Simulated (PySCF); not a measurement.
Compound: C₆H₅F₂O₂ (charge -1).
Cartesian coordinates in Å at the PBE0-D3(BJ)/def2-SVP level; atoms count from 1:
```
atom  x, y, z in Å
C1     3.0226    0.5270   -0.4677
C2     1.8893    0.1152   -0.6120
C3     0.5413   -0.4018   -0.7894
C4    -0.4045   -0.2495    0.3994
C5    -1.5489   -1.3529    0.3852
O6    -1.3071   -2.3600   -0.2984
O7    -2.5309   -1.0763    1.0950
C8    -1.0146    1.1162    0.5166
F9    -0.1006    2.0700    0.8778
F10   -1.5276    1.5294   -0.6793
H11    4.0150    0.9089   -0.3278
H12    0.0818    0.0691   -1.6742
H13    0.5508   -1.4878   -0.9929
H14    0.1506   -0.4158    1.3385
H15   -1.8311    1.0965    1.2540
```

The calculation used PBE0-D3(BJ)/def2-SVP geometry optimisation, gas phase in PySCF.

Masses are those of the commonest isotopes; rigid-rotor values at the optimised geometry. The values belong to one conformer with, in the numbering `[CH:1]#[C:2][CH2:3][C@H:4]([C:5](=[O:6])[O-:7])[CH:8]([F:9])[F:10]`, C2–C3–C4–C5 -154°, C3–C4–C5–O6 20°, C3–C4–C8–F9 -70°.

(1) Give the principal moments of inertia and the rotational constants in GHz.

(2) Classify the top.

(3) Is it planar, by Δ = Ic − Ia − Ib?

(4) Give the other two planar moments, Paa and Pbb, and the rms extents of the mass along the axes.

(5) Where do the levels up to J = 2 lie, in MHz?

(6) Predict some low-J microwave lines.

(7) Estimate the classical rotational partition function at 50 K, 100 K and 200 K.

## Answers

(1) Ia = 294.46, Ib = 479.89, Ic = 669.14 u·Å²; 505379 MHz·u·Å²/I gives 1716, 1053 and 755.3 MHz, that is A = 1.7163, B = 1.0531, C = 0.7553 GHz.

(2) An asymmetric top: κ = (2 × 1053 − 1716 − 755.3)/(1716 − 755.3) = -0.38.

(3) Not planar: Δ = Ic − Ia − Ib = -105.20 u·Å². For a rigid frame Δ = −2 Σ m c², so Σ m c² = 52.60 u·Å² lies off the ab plane: 5.63 from hydrogen and 46.97 from heavier atoms. The atom farthest from that plane is 1.55 Å away.

(4) Paa = Σ m a² = (Ib + Ic − Ia)/2 = 427.29 and Pbb = Σ m b² = (Ia + Ic − Ib)/2 = 241.86 u·Å². With the mass M = 147.03 u, the rms extents √(P/M) along a, b and c are 1.70, 1.28, 0.60 Å.

(5) Above 0(0,0):
J = 1: 1(0,1) 1808, 1(1,1) 2472, 1(1,0) 2769
J = 2: 2(0,2) 5345, 2(1,2) 5790, 2(1,1) 6684, 2(2,1) 8674, 2(2,0) 8754

(6) The dipole components (about the centre of mass, as the species is charged) are |μa| = 5.74 D, |μb| = 2.27 D, |μc| = 0.14 D. Intensities carry the squares of the components, which stand as 1.00 : 0.16 : 0.00 (a : b : c). Some lines, for components of 0.1 D or more:

| type | branch | J(Ka,Kc) | MHz | lower level (cm⁻¹) |
| --- | --- | --- | --- | --- |
| b | Q | 3(2,1) ← 3(1,2) | 1970 | 0.417 |
| b | Q | 2(2,0) ← 2(1,1) | 2070 | 0.223 |
| b | R | 1(1,1) ← 0(0,0) | 2472 | 0.000 |
| b | Q | 2(2,1) ← 2(1,2) | 2883 | 0.193 |
| c | Q | 3(3,1) ← 3(2,1) | 3737 | 0.483 |
| b | R | 3(0,3) ← 2(1,2) | 4692 | 0.193 |
| a | R | 3(1,2) ← 2(1,1) | 5813 | 0.223 |
| b | R | 2(2,1) ← 1(1,0) | 5904 | 0.092 |
| c | R | 2(2,0) ← 1(1,0) | 5984 | 0.092 |
| b | R | 2(2,0) ← 1(1,1) | 6282 | 0.082 |
| c | R | 3(1,2) ← 2(0,2) | 7152 | 0.178 |
| c | R | 3(2,1) ← 2(1,1) | 7783 | 0.223 |
| b | R | 3(3,1) ← 2(2,0) | 9451 | 0.292 |
| c | R | 3(3,0) ← 2(2,0) | 9465 | 0.292 |
| c | R | 3(3,1) ← 2(2,1) | 9530 | 0.289 |

(7) Point group C1, symmetry number σ = 1; q = (√π/σ)·√((kT/h)³/(ABC)), k/h = 20836.6 MHz/K: 51000 at 50 K, 144000 at 100 K, 408000 at 200 K.

Whether it is a minimum is left open (no frequencies). The geometry's basis has no diffuse functions, a weakness for an anion. Constants of a rigid frame at the computed geometry: no zero-point averaging, no centrifugal distortion.
